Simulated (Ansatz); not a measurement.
The cluster Ti2Se4, relaxed as a singlet with RKS PBE0-D4/def2-SVP in Ansatz, starting from the GFN1-xTB geometry. Force threshold 0.02 eV/Å.

The restricted singlet is unstable towards broken spin symmetry at other levels; at PBE0-D4/def2-SVP this wasn't settled. Another isomer (singlet) lies 0.37 eV lower at PBE0-D4/def2-TZVP; other spin states weren't run for this one.

Start:

```tsv
atom	x (Å)	y (Å)	z (Å)
Ti1	0.954	-0.300	0.752
Ti2	-1.159	0.095	-0.462
Se3	-0.699	-2.174	0.159
Se4	-0.851	0.628	2.031
Se5	0.982	-0.118	-1.867
Se6	0.772	1.868	-0.613
```

| step | energy (eV) | largest force component (eV/Å) | SCF passes |
| --- | --- | --- | --- |
| 1 | -307555.4646 | 2.274 | 25 |
| 2 | -307555.5681 | 1.520 | 34 |
| 3 | -307555.6944 | 0.161 | 29 |
| 4 | -307555.6973 | 0.092 | 31 |
| 5 | -307555.7040 | 0.056 | 37 |
| 6 (rejected) | -307555.7004 | 0.149 | 32 |
| 7 | -307555.7046 | 0.035 | 30 |
| 8 | -307555.7047 | 0.002 | 22 |

Force components are those of the run's own axes.

End:

```xyz
6

Ti    0.8779   -0.3636    0.6898
Ti   -1.1082    0.1337   -0.3643
Se   -0.6118   -2.2186    0.1059
Se   -0.8783    0.7314    2.0003
Se    0.9500   -0.1353   -1.8541
Se    0.7704    1.8525   -0.5776
```

By distances, no bond broke or formed. The bond that changes most is Ti1–Se3, from 2.57 to 2.45 Å (atoms count from 1).

No frequencies were taken in this run, so the end may be a saddle point.

Hardware: 4 threads of Intel Xeon Platinum 8488C on a shared host. Wall time 56 s, peak host memory 0.88 GiB.
